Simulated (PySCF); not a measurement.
CH4B2F2.
SMILES with atom numbers: `[BH2:1][CH2:2][B:3]([F:4])[F:5]` (hydrogens: H6, H7 on B1; H8, H9 on C2)

Method: PySCF 2.14.0, PBE0-D3(BJ)/def2-SVP geometry optimisation, gas phase; density fitting, grid level 1; the optimiser is geomeTRIC in internal coordinates, started from a GFN2-xTB structure with every atom displaced at random (about 0.01 Å).

Step 0: E = -7877.0804 eV
```
atom  x, y, z in Å  |  force x, y, z in eV/Å
B1      0.8224    0.5678    0.8971   -0.680   0.001  -2.393
C2      0.4587   -0.2826   -0.3977   -0.629   0.611   1.058
B3     -1.1177   -0.3382   -0.5298    1.331   0.515   0.101
F4     -1.8189   -1.2278    0.0962   -0.659  -1.057   0.662
F5     -1.8029    0.5473   -1.2063   -0.171   0.536  -0.519
H6      0.8888    0.0689    1.9169    0.206  -0.879   1.783
H7      0.9388    1.7412    0.7873    0.154   0.607   0.026
H8      0.8469   -1.2827   -0.2928    0.121  -0.858   0.108
H9      0.8522    0.1808   -1.2818    0.327   0.524  -0.828
```

Step 1: E = -7877.1030 eV
```
atom  x, y, z in Å  |  force x, y, z in eV/Å
B1      0.6792    0.5732    0.8634    1.578  -0.258   0.511
C2      0.4961   -0.2761   -0.4029   -0.703  -0.582  -0.929
B3     -1.0730   -0.3352   -0.5301    0.142   0.443   0.443
F4     -1.7861   -1.1426    0.2368   -0.031  -0.077  -0.265
F5     -1.7432    0.5487   -1.2503   -0.017  -0.243  -0.115
H6      0.9259   -0.0281    1.8994   -0.490   0.316  -0.049
H7      0.8532    1.7689    0.8112   -0.437   0.024   0.037
H8      0.8432   -1.3255   -0.3082   -0.010   0.324   0.169
H9      0.8730    0.1914   -1.3301   -0.031   0.053   0.199
```

Step 2: E = -7877.1832 eV
```
atom  x, y, z in Å  |  force x, y, z in eV/Å
B1      0.7277    0.5435    0.8799    0.956   0.136  -0.005
C2      0.4896   -0.2836   -0.4131   -0.554  -0.352  -0.106
B3     -1.0777   -0.3331   -0.5244    0.013   0.307   0.248
F4     -1.8123   -1.1642    0.1934    0.084  -0.110  -0.083
F5     -1.7465    0.5478   -1.2470    0.006  -0.075  -0.144
H6      0.9411    0.0442    1.9663   -0.330  -0.105  -0.150
H7      0.8550    1.7424    0.7976   -0.262   0.074   0.018
H8      0.8356   -1.3271   -0.3342    0.043   0.055   0.089
H9      0.8556    0.2050   -1.3294    0.044   0.069   0.133
```

Question: Estimate the geometry and energy of step 3. (The exact step hangs on the optimiser's Hessian estimate; all steps are aligned on step 2, rigid shifts and turns removed.)

Answer: E = -7877.2271 eV, largest force 0.296 eV/Å
```
atom  x, y, z in Å  |  force x, y, z in eV/Å
B1      0.7935    0.5670    0.8626   -0.046  -0.170  -0.037
C2      0.4792   -0.2781   -0.4077   -0.063   0.289   0.015
B3     -1.0833   -0.3024   -0.5002    0.066  -0.170  -0.131
F4     -1.7859   -1.1749    0.1986   -0.110   0.045   0.041
F5     -1.7633    0.5176   -1.2819    0.022  -0.012   0.099
H6      0.8986   -0.0083    1.9172    0.044   0.077   0.132
H7      0.8626    1.7750    0.8281    0.025  -0.050  -0.049
H8      0.8153   -1.3193   -0.3035    0.023  -0.024   0.016
H9      0.8516    0.1983   -1.3240    0.039   0.016  -0.088
```

The energy changes by -0.0439 eV. The first-order estimate −F·Δx gives -0.1252 eV and the mean of the old and new forces, exact on a quadratic surface, -0.0447 eV. The step makes an angle of 50° with the force vector and moves no atom by more than 0.084 Å.

The cost below is that of the whole optimisation. The run took 16 s wall on Arm Neoverse V2, one thread, no GPU, shared host with 192 logical CPUs at a one-minute load of 51, and the process peaked at 0.37 GiB of memory.
